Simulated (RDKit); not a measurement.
Input for RDKit: MMFF94 on C6H4 (SMILES C#C/C=C\C#C).

```python
from rdkit import Chem
from rdkit.Chem import AllChem, rdDetermineBonds

blocks = [
'''10

C    -1.28469204   -2.00342662    0.53673923
C    -1.18587423   -0.81681170    0.36354358
C    -1.10519386    0.57900579    0.16758764
C     0.01643408    1.24818961   -0.16301765
C     1.28196097    0.65551715   -0.36396652
C     2.37219641    0.17828542   -0.54132487
H    -1.35956481   -3.05214987    0.68709106
H    -2.02255639    1.14221063    0.29616131
H    -0.04253438    2.32351706   -0.28743457
H     3.32982425   -0.25443748   -0.69537919
''',
]
mol = None
for b in blocks:
    f = Chem.MolFromXYZBlock(b)
    rdDetermineBonds.DetermineBonds(f, charge=0)
    mol = f if mol is None else Chem.CombineMols(mol, f)
Chem.SanitizeMol(mol)
print(Chem.MolToSmiles(Chem.RemoveHs(mol)))
ff = AllChem.MMFFGetMoleculeForceField(mol, AllChem.MMFFGetMoleculeProperties(mol), nonBondedThresh=100.0, ignoreInterfragInteractions=False)
e = ff.CalcEnergy()
print(f'MMFF94 energy {e:.6f} kcal/mol')
```

Program output:

```
C#C/C=C\C#C
MMFF94 energy 2.276052 kcal/mol
```

The run finished.

Cost: around 0.04 core-seconds (rough).
